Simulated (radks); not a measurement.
Question: All-electron atom: the technetium ion Tc5+ in [Kr] 4d2. Method: scalar-relativistic Kohn-Sham, PBE, spin-unpolarised, spherical densities, finite nucleus; Fermi nuclear charge, rms radius 4.4112 fm; computed with a radial shooting solver on a logarithmic mesh with Libxc functionals. Some entries of the table are withheld. Estimate them.

orbital  occ.  eigenvalue (Ry)  <1/r> (bohr^-1)
1s          2        -1538.616            44.70
2s          2              (1)            10.09
2p          6        -200.7305            9.793
3s          2        -42.93738            3.482
3p          6        -35.39312            3.314
3d         10        -23.19229            3.085
4s          2         -9.98641              (2)
4p          6         -7.85259              (3)
4d          2         -4.71903              (4)

Answer: 
(1) 2s eigenvalue (Ry): -223.7092
(2) 4s <1/r> (bohr^-1): 1.321
(3) 4p <1/r> (bohr^-1): 1.196
(4) 4d <1/r> (bohr^-1): 0.9521
